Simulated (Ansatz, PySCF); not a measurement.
Ga(OH)2 (GaH₂O₂), SMILES [OH][Ga][OH], multiplicity 2. Atoms are numbered in the order given.

```xyz
5

Ga     0.0000     0.0000     0.2976
O      0.0000     1.5096    -0.7050
H      0.0000     2.3241    -0.1908
O      0.0000    -1.5096    -0.7050
H      0.0000    -2.3241    -0.1908
```
Charge 0, spin multiplicity 2.

Coordinates come from a B3LYP-D3(BJ)/def2-TZVP optimisation. Other conformers were not sampled.

Two levels are set side by side: PBE-D3(BJ)/def2-TZVP (Ansatz, a program for electronic structure) and B3LYP-D3(BJ)/def2-TZVP (Ansatz). Each level has its own optimised geometry; the coordinates shown are those of the second. Frequencies come from the Hessian of PySCF at each geometry. Differences are taken from unrounded values.

```json
[
 {"quantity": "mean bond length (Å)", "B3LYP-D3(BJ)": "1.388"},
 {"quantity": "bond Ga1–O2 (Å)", "B3LYP-D3(BJ)": "1.812"},
 {"quantity": "bond Ga1–O4 (Å)", "B3LYP-D3(BJ)": "1.812"},
 {"quantity": "bond O2–H3 (Å)", "B3LYP-D3(BJ)": "0.963"},
 {"quantity": "bond O4–H5 (Å)", "B3LYP-D3(BJ)": "0.963"},
 {"quantity": "highest harmonic wavenumber (cm⁻¹)", "B3LYP-D3(BJ)": "3831"},
 {"quantity": "mean harmonic wavenumber (cm⁻¹)", "B3LYP-D3(BJ)": "1255"},
 {"quantity": "zero-point energy (kcal/mol)", "B3LYP-D3(BJ)": "16.15"}
]
```

Problem. What does PBE-D3(BJ) give, and how far is it from B3LYP-D3(BJ)? (Estimate from the structure and the level; the computed values follow.)

Solution. 
```csv
quantity,PBE-D3(BJ),PBE-D3(BJ) minus B3LYP-D3(BJ)
mean bond length (Å),1.399,0.011
bond Ga1–O2 (Å),1.824,0.012
bond Ga1–O4 (Å),1.824,0.012
bond O2–H3 (Å),0.973,0.009
bond O4–H5 (Å),0.973,0.009
highest harmonic wavenumber (cm⁻¹),3725,-106
mean harmonic wavenumber (cm⁻¹),1224,-31
zero-point energy (kcal/mol),15.75,-0.40
```

GGA bonds tend to be longer and softer than those of functionals with exact exchange. Differences between two approximate levels are no errors against the true value.
